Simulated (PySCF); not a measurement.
## Unknown compound

An unknown has the formula C4H11B2NSi2. Its calculated NMR data are:

¹H NMR (300 MHz, computed): δ 7.58 (m, 2H), 7.45 (m, 2H), 6.25 (br, 1H), 4.96 (s, 6H).

¹³C{¹H} NMR (computed): δ 162.7 (CH), 161.1 (CH).

Calculated, not measured (PySCF): shieldings: GIAO PBE0/pcSseg-1, geometry from PBE0-D3(BJ)/def2-SVP. No solvent, one conformer, one averaged value for each set of equivalent atoms, relativity neglected.

δ = σ(ref) − σ, references computed at the same level: ¹H and ¹³C against TMS.

Problem. Deduce the structure.

Solution. 
1. 2 carbon signals for 4 carbons: some carbons are equivalent by symmetry or fast rotation.
2. Carbon types of the structure: 4 × CH, leaving 7 H on heteroatoms.
3. δC 162.7, 161.1: alkene CH; as expected for a trigonal carbon in a double bond.
4. δH 7.58, 7.45: hydrogen on an alkene CH; a vinylic proton, deshielded by the sp2 carbon and the C=C anisotropy.
5. δH 6.25: hydrogen on a boron bonded to 2 C, in a 6-membered ring.
6. δH 4.96: hydrogen on a silicon bonded to N.

The compound is `[SiH3]N([SiH3])B1C=CBC=C1`.

This is the structure that produced the data.

Hydrogens on boron are broadened and split by ¹¹B (spin 3/2, 80 %) and 10B (spin 3). A carbon bonded to boron is broadened by the quadrupolar boron nucleus and is often missing from a measured spectrum. Shifts are as computed. Against solution values, carbons near 30 ppm lie about +2 ppm off and those near 130 ppm about +5 ppm. Of 1309 compounds with measured shifts, 239 miss one by over three times the rms of a fit or turn the order of signals round; such compounds aren't used in these exercises. No couplings were computed; multiplicities are counted from neighbouring protons, with m where these are inequivalent, close in shift, in a saturated or five-membered ring or joined by F or P, and br s for small geminal =CH2 splittings.
